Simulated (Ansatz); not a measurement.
Reaction (substitution at a C–Si bond): `CC(=O)[SiH2]N` + `C[SiH2]O` → `C[SiH2]OC(C)=O` + `N[SiH3]`

Isolated molecules relaxed with PBE0-D4/def2-TZVP in Ansatz; ΔE leaves out vibrations. CCSD(T)/CBS adds triple-zeta CCSD(T) − MP2 to the extrapolated MP2 energy (def2 sets, frozen cores). This one scheme is used for every species. One conformer a species, not always the lowest.

| species | CCSD(T)/CBS(def2) energy (Eh) |
| --- | --- |
| `CC(=O)[SiH2]N` | -499.28482 |
| `C[SiH2]O` | -405.96945 |
| `C[SiH2]OC(C)=O` | -558.46545 |
| `N[SiH3]` | -346.80422 |

Q: Work out ΔE.

A: ΔE = (-558.46545) + (-346.80422) − (-499.28482) − (-405.96945) = -0.01540 Eh = -9.7 kcal/mol.

Largest T1 diagnostic among the species: 0.014.

In def2-TZVPP, CCSD(T) changes the Hartree–Fock value by +3.3 kcal/mol (the triples alone add +0.1 kcal/mol) and MP2 by +3.3 kcal/mol. From PBE to PBE0 (25 % exact exchange), in def2-TZVPP and without D4, ΔE moves by −1.0 kcal/mol.
